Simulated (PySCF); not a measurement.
Level of theory: PySCF 2.14.0 with PBE-D3(BJ)/def2-TZVP // CAM-B3LYP-D3(BJ)/def2-TZVP. Gas-phase values, no solvent. One relaxed conformer stands for a flexible species; it need not be the lowest. Delta-SCF ions had no search for a lower state. Excitations are Tamm–Dancoff values on a coarser integration grid. The basis has no diffuse functions, so Rydberg states are missing or too high.

Reference species (SMILES): `B/C=C/CC#N` (neutral, multiplicity 1).

* **vertical ionisation energy (Delta-SCF)**: 10.58 eV
* **S1–T1 gap (TDA)**: 1.08 eV

Changed species: `B/C(C#N)=C\C`.

Problem. What does the change do to the vertical ionisation energy (Delta-SCF) and S1–T1 gap (TDA)?

Solution. the vertical ionisation energy (Delta-SCF) drops by 0.42 eV, to 10.16 eV; the S1–T1 gap (TDA) rises by 0.17 eV, to 1.25 eV.
